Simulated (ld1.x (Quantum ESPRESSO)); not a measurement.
**V (Z = 23): one change to an RRKJ potential, before and after**

ld1.x (Quantum ESPRESSO) 7.5 input, shortened:

```
&input
   title='V', zed=23., rel=1, dft='PBE', iswitch=3,
   config='[Ar] 3d3 4s1 4p0 4f-2'
 /
 &inputp
   pseudotype=2, tm=.false., rho0=0.005, lloc=-2, rcloc=0.95,
   nlcc=.false.
 /
4
3S  1  0   2.00   0.00  1.10  1.10  0.0
3P  2  1   6.00   0.00  1.60  1.60  0.0
3D  3  2   3.00   0.00  2.40  2.40  0.0
4F  4  3  -2.00   0.30  1.95  1.95  0.0
 &test
   configts(1)='3s2 3p6 3d3 4s1 4p0'
 /
```

Occupied shells without a wave of their own: 4s. They enter only through the test configuration that unscreens the potential.

Change: all radii scaled by about 0.75 (s 0.82, p 1.20, d 1.80, f 1.46 bohr); local potential all-electron potential smoothed inside 0.72 bohr (lloc = -2).

Cutoffs: the cutoffs (Ry, on a coarse ladder) from which the occupation-weighted sum of valence levels, in a spherical-Bessel basis at the reference potential, stays within 10 and 1 mRy of its value at 400 Ry; they do not see the model core or the augmentation charge, which bear on the density cutoff. Errors are all-electron minus pseudo energies relative to the spin-unpolarised reference configuration.

Question: Predict the effect on cutoff, ghosts and configuration errors.

Answer: The potential gets harder (80 Ry and 140 Ry → 90 Ry and 230 Ry); of the 7 tests that both files solve, the error grows in 4 and shrinks in 3 by more than 15 % and 0.3 meV (median size 62.2 → 63.2 meV); neither file shows a bound ghost. A smaller radius makes the pseudo-wave follow the all-electron one further in, where it bends more sharply, so more plane waves are needed.

```tsv
quantity	base	changed
cutoff, loose	80 Ry	90 Ry
cutoff, tight	140 Ry	230 Ry
loose cutoff by channel (10 mRy a level)	s 80 Ry, p 35 Ry, d 30 Ry	s 80 Ry, p 40 Ry, d 45 Ry
bound ghosts	none	none
largest miss of a reference level, eV	0.04	0.08
error for 3s2 3p6 3d3 4s2 4p0, meV [ΔE -7.73 eV]	+29	+63
error for 3s2 3p6 3d3 4s0 4p0, meV [ΔE 14.30 eV]	-62	-107
error for 3s2 3p6 3d2 4s0 4p0, meV [ΔE 43.19 eV]	+193	-103
error for 3s2 3p6 3d3 4s1 4p1, meV [ΔE -4.39 eV]	+3.5	+10
error for 3s2 3p6 3d4 4s0 4p0, meV [ΔE -0.54 eV]	+114	-33
error for 3s1 3p6 3d3 4s2 4p0, meV [ΔE 69.69 eV]	-375	-38
error for 3s2 3p6 3d3 4s0 4p1, meV [ΔE 4.10 eV]	-38	-71
```

Base: The 4s level has no wave, so the channel is fitted at the deeper level alone: the likely source of the large errors.
